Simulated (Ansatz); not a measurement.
Gas-phase electronic energies from Ansatz, PBE0-D4/def2-TZVP geometries. CBS: MP2 limit from def2 TZ/QZ plus the TZ coupled-cluster correction, frozen cores. Functionals use def2-TZVPP. B3LYP here is the variant with VWN-RPA as its local correlation; programs differ in this. HSE06 is defined as in plane-wave codes. For Se outer-core shells are correlated without core-valence functions, which leaves a few kJ/mol of doubt a bond. Scalar relativity is left out up to krypton. Each species was taken in one conformer, which may not be the lowest.

`F[SiH2]B1CO[SiH2]1` + `OC[SeH]` → `F[SiH2]OC[SeH]` + `B1CO[SiH2]1`  (cleavage of the Si–B bond)

```json
{"level": "revPBE-D4", "ΔE (kJ/mol)": "-99.5", "difference from CCSD(T)/CBS": "23.3"}
{"level": "B3LYP-D4", "ΔE (kJ/mol)": "-120.4", "difference from CCSD(T)/CBS": "2.4"}
{"level": "r2SCANh-D4", "ΔE (kJ/mol)": "-117.1", "difference from CCSD(T)/CBS": "5.7"}
{"level": "r2SCAN0-D4", "ΔE (kJ/mol)": "-119.5", "difference from CCSD(T)/CBS": "3.3"}
{"level": "HSE06-D4", "ΔE (kJ/mol)": "-105.9", "difference from CCSD(T)/CBS": "16.9"}
{"level": "ωB97M-V", "ΔE (kJ/mol)": "-124.0", "difference from CCSD(T)/CBS": "-1.2"}
{"level": "B2PLYP", "ΔE (kJ/mol)": "-123.7", "difference from CCSD(T)/CBS": "-0.9"}
{"level": "PBE-QIDH", "ΔE (kJ/mol)": "-119.0", "difference from CCSD(T)/CBS": "3.8"}
{"level": "r2SCANh", "ΔE (kJ/mol)": "-116.9", "difference from CCSD(T)/CBS": "5.9"}
{"level": "CAM-B3LYP", "ΔE (kJ/mol)": "-124.5", "difference from CCSD(T)/CBS": "-1.7"}
{"level": "RPA@PBE/def2-TZVPP", "ΔE (kJ/mol)": "-121.8", "difference from CCSD(T)/CBS": "1.0"}
{"level": "CCSD(T)/def2-SVP", "ΔE (kJ/mol)": "-112.5", "difference from CCSD(T)/CBS": "10.3"}
{"level": "MP2/def2-TZVPP", "ΔE (kJ/mol)": "-130.5", "difference from CCSD(T)/CBS": "-7.7"}
{"level": "CCSD/def2-TZVPP", "ΔE (kJ/mol)": "-124.0", "difference from CCSD(T)/CBS": "-1.2"}
{"level": "SCS-MP2/def2-QZVPP", "ΔE (kJ/mol)": "-132.1", "difference from CCSD(T)/CBS": "-9.3"}
{"level": "HF/CBS(def2)", "ΔE (kJ/mol)": "-139.7", "difference from CCSD(T)/CBS": "-16.9"}
{"level": "CCSD(T)/CBS", "ΔE (kJ/mol)": "-122.8", "difference from CCSD(T)/CBS": "0"}
```

Problem. What do rigid-rotor, harmonic-oscillator terms from PBE0-D4/def2-TZVP frequencies (298.15 K, 1 bar) make of the CCSD(T)/CBS value? (An estimate is asked.)

Solution. The calculation gave: ΔZPE = -2.0 kJ/mol, ΔH = -126.8 kJ/mol, ΔS = -14 J/(mol·K), ΔG = -122.5 kJ/mol. Modes under 50 cm⁻¹ make the entropy rough.

Largest T1 diagnostic among the species: 0.013.

From r2SCAN to r2SCAN0 (25 % exact exchange), in def2-TZVPP and without D4, ΔE moves by −4.0 kJ/mol. In def2-TZVPP, CCSD(T) changes the Hartree–Fock value by +15.9 kJ/mol (the triples alone add +2.0 kJ/mol) and MP2 by +7.5 kJ/mol. At CCSD(T), def2-SVP lies +10.3 kJ/mol from the extrapolated value and def2-TZVPP +0.7 kJ/mol.
